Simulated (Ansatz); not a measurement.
Reaction (redistribution): `[NH2][AlH][Cl]` + `[SiH3]N[SiH]1CO1` → `[Cl][AlH][SiH]1CO1` + `NN[SiH3]`

Computed with Ansatz on PBE0-D4/def2-TZVP structures; ΔE is electronic, products minus reactants. CBS: MP2 limit from def2 TZ/QZ plus the TZ coupled-cluster correction, frozen cores. Functionals use def2-TZVPP. Each species was taken in one conformer, which may not be the lowest.

`[NH2][AlH][Cl]`:

Z-matrix (Å, degrees):
```
N
Al 1 1.756
H 1 1.007 2 125.0
H 1 1.007 2 124.3 3 180.0
Cl 2 2.098 1 117.5 3 0.0
H 2 1.570 1 121.9 3 -180.0
```

`[SiH3]N[SiH]1CO1`:

```xyz
12

Si   -1.904   -0.842   -0.903
N    -0.507    0.138   -0.599
Si    0.581    0.068    0.707
C     2.216    0.817    0.717
O     1.072    1.464    1.434
H    -2.009   -1.808    0.217
H    -3.136   -0.013   -0.972
H    -1.777   -1.578   -2.188
H    -0.330    0.876   -1.267
H     0.203   -1.067    1.570
H     2.578    1.429   -0.109
H     3.013    0.515    1.393
```

`[Cl][AlH][SiH]1CO1`:

```xyz
9

Cl   -2.828    0.128   -1.198
Al   -1.390   -1.323   -0.728
Si    0.734   -0.415    0.035
C     0.771    1.262    0.761
O     1.144    1.082   -0.624
H    -1.798   -2.844   -0.849
H     1.903   -1.296    0.303
H    -0.136    1.848    0.899
H     1.600    1.558    1.401
```

`NN[SiH3]`:

```xyz
9

N    -1.358   -0.530   -0.700
N    -0.656    0.416    0.068
Si    1.007    0.273    0.459
H    -0.885   -0.703   -1.581
H    -1.426   -1.407   -0.195
H    -1.188    1.257    0.209
H     1.868    0.168   -0.757
H     1.260   -0.958    1.260
H     1.379    1.483    1.236
```

| level | ΔE (kcal/mol) |
| --- | --- |
| PBE0-D4 | 79.2 |
| PBE0 | 78.9 |
| SCS-MP2/def2-TZVPP | 89.1 |
| HF/def2-QZVPP | 90.3 |

**Question.** What does CCSD(T)/CBS give? (An estimate is asked.)

**Answer.** Computed: +86.6 kcal/mol. The listed levels differ from it by -7.4, -7.7, 2.5, 3.7 kcal/mol.

Largest T1 diagnostic among the species: 0.015.

From PBE to PBE0 (25 % exact exchange), in def2-TZVPP and without D4, ΔE moves by +3.8 kcal/mol.
